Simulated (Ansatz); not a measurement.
The cluster Na8P⁻. Total charge -1; singlet. Geometry PBE0-D4/def2-SVPD.

```csv
atom,x (Å),y (Å),z (Å)
P1,-0.739,-0.279,0.781
Na2,-2.729,-1.828,-0.034
Na3,0.703,1.983,1.046
Na4,1.624,-0.905,-0.349
Na5,2.346,2.521,-2.703
Na6,0.526,-0.893,3.028
Na7,-4.212,-1.542,-3.185
Na8,3.780,0.290,3.120
Na9,-1.299,0.652,-1.705
```

LC-ωPBE has ω = 0.4 bohr⁻¹. The restricted singlet is unstable towards broken spin symmetry in Hartree–Fock (as tested in another run); at LDA (SPW92)/def2-TZVPD, r2SCAN-D4/def2-TZVPD, B97M-V/def2-TZVPD, PBE0-D4/def2-TZVPD and others this wasn't settled. Another isomer (singlet) lies 0.12 eV lower at PBE0-D4/def2-TZVPD; other spin states weren't run for this one.

Question: Estimate the orbital energies around the gap (eV) in Ansatz with LDA (SPW92)/def2-TZVPD, r2SCAN-D4/def2-TZVPD, B97M-V/def2-TZVPD, PBE0-D4/def2-TZVPD, LC-ωPBE/def2-TZVPD.

Answer: 
```csv
orbital,LDA (SPW92)/def2-TZVPD,r2SCAN-D4/def2-TZVPD,B97M-V/def2-TZVPD,PBE0-D4/def2-TZVPD,LC-ωPBE/def2-TZVPD
HOMO−5,-1.90,-1.83,-1.83,-2.54,-4.66
HOMO−4,-1.66,-1.59,-1.58,-2.25,-4.29
HOMO−3,-1.29,-1.24,-1.22,-1.82,-3.76
HOMO−2,-0.86,-0.79,-0.80,-1.27,-2.74
HOMO−1,-0.42,-0.37,-0.38,-0.78,-2.15
HOMO,-0.30,-0.26,-0.26,-0.64,-1.93
LUMO,0.48,0.66,0.52,0.95,1.89
LUMO+1,0.53,0.72,0.54,1.00,1.91
LUMO+2,0.57,0.78,0.57,1.02,1.94
LUMO+3,0.78,0.95,0.76,1.20,1.97
LUMO+4,0.98,1.15,0.94,1.38,2.08
LUMO+5,1.03,1.19,0.98,1.42,2.16
```
